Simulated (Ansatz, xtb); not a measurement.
**CH3OSe: which of two isomers lies lower**

Structure X is `OC[Se]`, a doublet and structure Y is `C[Se][O]`, a doublet. Both are isolated molecules in the gas phase, relaxed with B3LYP-D3(BJ)/def2-SVP; the shapes shown needn't be the lowest conformers.

X (Å):

```xyz
6

C    -0.0457    2.3096    2.0860
O     0.1522    1.4845    0.9894
Se   -1.6509    3.4515    2.0443
H    -0.6621    0.9879    0.8271
H     0.8281    2.9730    2.1779
H    -0.1499    1.7652    3.0490
```

Y (Å):

```xyz
6

C    -0.2077    1.6044    2.1162
O    -0.7002    4.1015    0.8407
Se    0.5121    3.4009    1.7592
H    -0.3704    1.0952    1.1564
H     0.5202    1.0502    2.7272
H    -1.1598    1.7097    2.6541
```

Energies in hartree; the thermal terms are from B3LYP-D3(BJ)/def2-SVP harmonic frequencies (ideal gas, rigid rotor, one conformer each, 1000 K, 1 atm) and include the zero-point energy:

```
                               X            Y
E, CCSD(T)/def2-SVP  −2514.480192  −2514.456540
    E, MP2/def2-SVP  −2514.443077  −2514.405416
  E, MP2/def2-TZVPP  −2515.000074  −2514.974173
  zero-point energy      0.041239      0.038579
      H(1000 K) − E      0.068797      0.067296
      G(1000 K) − E     −0.078244     −0.085972
```

Task: Correct the CCSD(T) difference for the basis set by the MP2 change, then work out ΔE, ΔE₀, ΔH and ΔG for X → Y in kJ/mol (1 Eh = 2625.50 kJ/mol) and the equilibrium ratio [Y]/[X].

Result: 1. Differences Y − X: CCSD(T) +0.023652, MP2 in the small set +0.037661, MP2 in the large set +0.025901 Eh.
2. ΔE = +0.023652 + (+0.025901 − (+0.037661)) = +0.011892 Eh = +31.22 kJ/mol.
3. ΔE₀ = ΔE + ΔZPE = +0.011892 + (−0.002660) Eh = +24.24 kJ/mol.
4. ΔH = ΔE + (−0.001501) Eh = +27.28 kJ/mol.
5. ΔG = ΔE + (−0.007728) Eh = +10.93 kJ/mol, so ΔS = (ΔH − ΔG)/T = +16.3 J/(mol K).
6. kT = 3.1668 mEh, so K = [Y]/[X] = exp(−ΔG/kT) = exp(−1.31) ≈ 0.27.

Structure X is favoured at this temperature. An error of 4 kJ/mol in ΔG would change K by a factor of 1.6. The basis-set step is large, which makes the value less sure. Mirror images and further conformers aren't counted.

As drawn, Y has 1 O–Se, 1 C–H in place of 1 C–O, 1 O–H.

Other levels gave ΔE = +37.9 (GFN2-xTB); +57.4 (HF/STO-3G, GFN2-xTB geometries); +39.2 (r2SCAN-D4/def2-SVP, GFN2-xTB geometries); +40.4 (B3LYP-D3(BJ)/def2-SVP); +97.0 (HF/def2-SVP); +98.9 (MP2/def2-SVP); +62.1 (CCSD(T)/def2-SVP) kJ/mol. Open shells are spin-unrestricted. The correlated steps freeze 11 core orbitals; the filled d shell of Se is correlated, in a basis made for valence electrons. Programs: Ansatz 0.2.0, xtb 6.7.1.
